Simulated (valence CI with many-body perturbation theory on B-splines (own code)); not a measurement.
Results of a calculation; reference values are marked as such.
# Pm29+: magnetic and hyperfine properties of the levels

Method: configuration interaction combined with many-body perturbation theory (CI+MBPT): four valence electrons over a frozen Dirac-Fock core [Ar] 3d10, a basis of 11 s, 11 p, 9 d, 7 f, 5 g, 2 h, 1 i functions for each j, with the one-electron correlation potential Σ1, the two-electron term Σ2, the three-electron term Σ3, Breit, model QED; selected CI, second order for the rest (own B-spline code, finite nucleus).

No measured spectrum was set against this ion. As an estimate, large intervals hold to a few tenths of a per cent, small ones and those within an open d or f shell to about a per cent.

A/g_I is the dipole constant over the nuclear g factor μ/I (μ in nuclear magnetons, uniformly magnetised nucleus), B/Q the quadrupole constant per barn. Both hold the static response of the core; the bare values leave it out. Large factors of s and p1/2 electrons are usually good to 5 to 10 %; those of open d and f shells near neutrality can be off by tens of per cent, and small factors of p3/2, d and f electrons come from cancelling terms and can be off by a factor of two or in sign, in half-filled shells by more. B is blank for J = 1/2, where it vanishes, and for nearly pure S terms. Energies count from the lowest level. Levels with J = 0 are left out.

Levels are named by their leading jj configuration (3d3/2^4 stands for four electrons in 3d with j = 3/2), which in mixed levels can hold well under half, so a name can repeat and another be missing. Letters in brackets count levels of one name in rising energy.

```csv
Level,E (eV),g,A/g_I (MHz),A/g_I bare,B/Q (MHz/b),B/Q bare
(4s^2 4p1/2 4p3/2) J=1,30.10,1.499,-12500,-12300,24900,23800
(4s^2 4p1/2 4p3/2) J=2,33.22,1.199,63500,60900,37800,36200
(4s^2 4p3/2^2) J=2,65.69,1.297,26900,25700,11600,11100
(4s 4p1/2^2 4p3/2) J=2,94.66,1.665,158000,152000,35600,34100
(4s 4p1/2^2 4p3/2) J=1,105.54,0.967,-99200,-95200,38700,37100
(4s 4p1/2 4p3/2^2) J=2,122.54,1.501,110000,106000,27600,26400
(4s 4p1/2 4p3/2^2) J=3,128.58,1.328,137000,132000,-4060,-3840
(4s^2 4p1/2 4d3/2) J=2 [a],134.98,0.961,28700,27700,-14200,-13600
(4s 4p1/2 4p3/2^2) J=1 [a],137.95,1.271,83500,80300,-41700,-40000
(4s 4p1/2 4p3/2^2) J=1 [b],143.08,1.433,125000,120000,10500,10000
(4s^2 4p1/2 4d3/2) J=2 [b],144.62,0.890,25500,24600,7860,7560
(4s^2 4p1/2 4d5/2) J=3,153.22,1.109,36500,35300,16200,15600
(4s^2 4p1/2 4d3/2) J=1,153.89,0.849,-40900,-38900,6870,6630
(4s^2 4p1/2 4d5/2) J=2,155.33,1.290,-4970,-4440,6710,6520
(4s 4p3/2^3) J=2,164.92,1.356,134000,128000,-38700,-37100
(4s 4p3/2^3) J=1,175.48,1.230,-57300,-55000,-10200,-9750
(4s^2 4p3/2 4d5/2) J=4,180.05,1.248,12800,12400,60300,57900
(4s^2 4p3/2 4d3/2) J=2,180.42,1.026,13600,13200,-5450,-5200
(4s^2 4p3/2 4d3/2) J=3,182.71,1.182,20900,20200,27700,26700
(4s^2 4p3/2 4d3/2) J=1,185.74,1.268,-23400,-22200,-22400,-21500
(4s^2 4p3/2 4d5/2) J=2,189.63,1.293,35100,34000,-35100,-33700
(4s^2 4p3/2 4d5/2) J=3,195.01,1.122,14900,14500,21400,20700
(4s^2 4p3/2 4d5/2) J=1,198.53,0.965,-10800,-9920,6710,6490
(4p1/2^2 4p3/2^2) J=2,202.01,1.302,69900,67300,-1350,-1240
(4s 4p1/2^2 4d3/2) J=1,203.71,0.339,-119000,-114000,3760,3650
(4s 4p1/2^2 4d3/2) J=2,207.86,1.202,49200,47600,8610,8280
(4s 4p1/2^2 4d5/2) J=3,214.21,1.376,89300,86100,11600,11200
(4s 4p1/2^2 4d5/2) J=2,224.61,0.928,-35800,-34000,13200,12800
(4s 4p1/2 4p3/2 4d3/2) J=1 [a],228.81,1.256,73900,71200,-23400,-22400
(4s 4p1/2 4p3/2 4d3/2) J=2 [a],229.90,1.178,76300,73400,-24200,-23100
(4s 4p1/2 4p3/2 4d3/2) J=3 [a],231.23,1.199,83500,80400,-4610,-4370
(4s 4p1/2 4p3/2 4d5/2) J=4 [a],234.34,1.308,75000,72300,28800,27700
(4p1/2 4p3/2^3) J=1,235.25,1.458,-18800,-17600,-21300,-20400
(4p1/2 4p3/2^3) J=2,235.72,1.139,42200,40700,-43600,-41800
```

Problem. Take the isotope of mass number 147, with I = 7/2, μ = 2.58 μN and Q = 0.74 b. What is the hyperfine structure of (4s 4p1/2^2 4p3/2) J=1?

Solution. From the table A = -73200 MHz, B = 28700 MHz. Shifts from the centre of gravity in MHz: F = 5/2: 345000, F = 7/2: 52700, F = 9/2: -249000.
